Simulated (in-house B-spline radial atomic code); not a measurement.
A run on an ion of nuclear charge 59 with 59.7 electrons that did not converge. Method: scalar-relativistic (X2C) B3LYP, spin-polarised, spherical fractional occupations, Fermi nucleus of rms radius 4.8919 fm; computed with a B-spline radial code for spherical atoms.

Command:
```bash
python run_scf.py task.json out
```
Settings (nuclear radius in fm, mass in u):
```
Z                59
configuration    [Xe] 4f3.7 6s2
hamiltonian      x2c
method           b3lyp
spin_polarised   True
nucleus          fermi
rms_radius       4.8919
atomic_mass      140.90766
speed_of_light   137.035999084
```

First and last ten iterations of the last attempt (damped for 15 steps, keeping 80 % of the old Fock matrix, then DIIS):
```
 iter        energy (Eh)    residual
    1       -9226.695555    4.75e-01
    2       -9224.571392    5.90e-01
    3       -9230.813255    3.68e-01
    4       -9233.951114    2.13e-01
    5       -9235.439975    1.23e-01
    6       -9236.104247    7.58e-02
    7       -9236.382739    4.20e-02
    8       -9236.495835    2.41e-02
    9       -9233.011266    1.59e-01
   10       -9235.978709    8.65e-02
  111       -9232.761999    1.59e-01
  112       -9232.760987    1.59e-01
  113       -9232.704718    1.60e-01
  114       -9232.746741    1.59e-01
  115       -9231.790201    1.64e-01
  116       -9232.641416    1.61e-01
  117       -9232.734818    1.60e-01
  118       -9233.103071    1.52e-01
  119       -9236.452575    3.32e-02
  120       -9236.445731    3.44e-02
 not converged after 120 iterations
```

The smallest residual met was 2.2e-02; the threshold is about 6e-07. No energy from this run should be used. The likely cause: this method binds the added charge weakly or not at all at the basis-set limit, so charge moves back and forth between the atom and the box. Run time, properties included: 3.9 s on 1 thread of Arm Neoverse V2 (shared host).
